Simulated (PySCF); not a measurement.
Bonds: Si1-Cl2 2.072 Å, Si1-Cl3 2.073 Å, Si1-C4 1.857 Å, Si1-C8 1.857 Å. C4 carries H5, H6, H7; C8 carries H9, H10, H11.

PySCF calculation with structure optimised with PBE0-D3(BJ)/def2-SVP and GIAO PBE0/pcSseg-1 shieldings; non-relativistic Hamiltonian, a single conformation, isolated molecule, rapidly exchanging positions averaged.

Referencing at the same level of theory: 13C and 1H and 29Si vs TMS; 35Cl vs HCl.

```json
{"atoms": "Si1", "nucleus": "29Si", "count": "1", "δ (ppm)": "53.3"}
{"atoms": "C4/C8", "nucleus": "13C", "count": "2", "δ (ppm)": "?"}
{"atoms": "H5/H6/H7/H9/H10/H11", "nucleus": "1H", "count": "6", "δ (ppm)": "?"}
{"atoms": "Cl2/Cl3", "nucleus": "35Cl", "count": "2", "δ (ppm)": "79"}
```

Question: Fill in the missing shifts.

Answer: 
- C4/C8: 7.9 ppm, carbon bonded to Si, 3 H
- H5/H6/H7/H9/H10/H11: 0.62 ppm, hydrogen on a carbon bonded to Si

Shifts are as computed. Against solution values, carbons near 30 ppm lie about +2 ppm off and those near 130 ppm about +5 ppm. Of 1211 compounds with measured shifts, 218 miss one by over three times the rms of a fit or turn the order of signals round; such compounds aren't used in these exercises.
